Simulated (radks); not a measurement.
Results of a calculation; reference values are marked as such.
Mo33+, 9 electrons, occupied as [He] 2s2 2p5. Code: a radial shooting solver on a logarithmic mesh with Libxc functionals. Model: scalar-relativistic Kohn-Sham, PBE, spin-unpolarised, spherical densities, point nucleus.

Normalised radial functions P(r) = r R(r), r in bohr:

r,2p
0.001598,0.0070
0.001759,0.0083
0.001936,0.0099
0.002131,0.0117
0.002346,0.0139
0.002582,0.0165
0.002842,0.0197
0.003129,0.0234
0.003444,0.0278
0.003791,0.0330
0.004173,0.0393
0.004593,0.0467
0.005056,0.0554
0.005566,0.0658
0.006127,0.0780
0.006744,0.0925
0.007423,0.1096
0.008171,0.1296
0.008995,0.1532
0.009901,0.1808
0.0109,0.2131
0.012,0.2506
0.01321,0.2942
0.01454,0.3447
0.016,0.4028
0.01761,0.4694
0.01939,0.5453
0.02134,0.6314
0.02349,0.7283
0.02586,0.8367
0.02846,0.9567
0.03133,1.0885
0.03449,1.2316
0.03796,1.3850
0.04179,1.5471
0.046,1.7155
0.05063,1.8869
0.05574,2.0572
0.06135,2.2212
0.06753,2.3729
0.07434,2.5057
0.08183,2.6123
0.09007,2.6856
0.09915,2.7188
0.1091,2.7065
0.1201,2.6451
0.1322,2.5333
0.1456,2.3731
0.1602,2.1697
0.1764,1.9316
0.1942,1.6701
0.2137,1.3983
0.2352,1.1303
0.259,0.8790
0.285,0.6551
0.3138,0.4659
0.3454,0.3146
0.3802,0.2006
0.4185,0.1201
0.4606,0.0671
0.5071,0.0348

2p: eigenvalue -4386.4 eV, 0 radial nodes, <r> = 0.129 bohr, 90 % of the charge inside 0.209 bohr.
